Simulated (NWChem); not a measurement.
BClF2; SMILES B(F)(F)Cl

```xyz
4

B     -0.0032     0.4385     0.0000
F      0.0003     1.1019    -1.1364
F      0.0003     1.1019     1.1364
Cl     0.0000    -1.3166     0.0000
```
Atoms are numbered in this order, from 1.

Results from NWChem. Pople sets run with spherical d functions. STO-3G and 3-21G are far too small for this property and stand as cheap habits. All runs use the structure optimised with B3LYP/6-31G* (spherical d). B3LYP is NWChem's, with the RPA form of VWN correlation. GIAO values for the isolated, static molecule; σ is the absolute isotropic shielding, δ = σ(reference) − σ with the isolated reference molecule computed at the same levels (11B: boron trifluoride, 19F: trichlorofluoromethane).

```tsv
level	δ B1 (ppm)	δ F2 (ppm)	σ Cl4 (ppm)
B3LYP/6-31G*	12.0	-76.4	887.4
PBE0/pcSseg-1	10.6	-76.9	864.3
B3LYP/6-311G**	(withheld)	(withheld)	867.7
Hartree-Fock/STO-3G	9.5	14.1	1100.0
```

Q: Some entries are withheld; supply them.

A: 
- B3LYP/6-311G**, δ B1 (ppm): 11.3
- B3LYP/6-311G**, δ F2 (ppm): -83.4
